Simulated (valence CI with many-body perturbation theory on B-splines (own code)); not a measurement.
## Which ion has this spectrum?

A relativistic CI+MBPT calculation for an atom or ion with 34 electrons gives these levels (eV):

| J | Parity | E | g |
| --- | --- | --- | --- |
| 2 | even | 0.00 | 1.35 |
| 0 | even | 8.42 |  |
| 1 | even | 79.09 | 1.50 |
| 2 | even | 83.42 | 1.15 |
| 2 | odd | 146.05 | 1.06 |
| 1 | odd | 148.34 | 1.15 |
| 0 | odd | 148.94 |  |
| 3 | odd | 149.72 | 1.13 |
| 2 | odd | 162.35 | 1.33 |
| 4 | odd | 164.95 | 1.27 |
| 0 | even | 165.94 |  |
| 3 | odd | 177.61 | 1.17 |
| 1 | odd | 179.13 | 1.16 |
| 2 | odd | 181.44 | 1.40 |

The energies are calculated, and their last digits are not significant.

(1) Which is it?
A. Tm35+
B. Re41+
C. Hf38+
D. W40+

Answers

(1) C. Hf38+, ground level (4s^2 4p1/2^2 4p3/2^2) J=2.
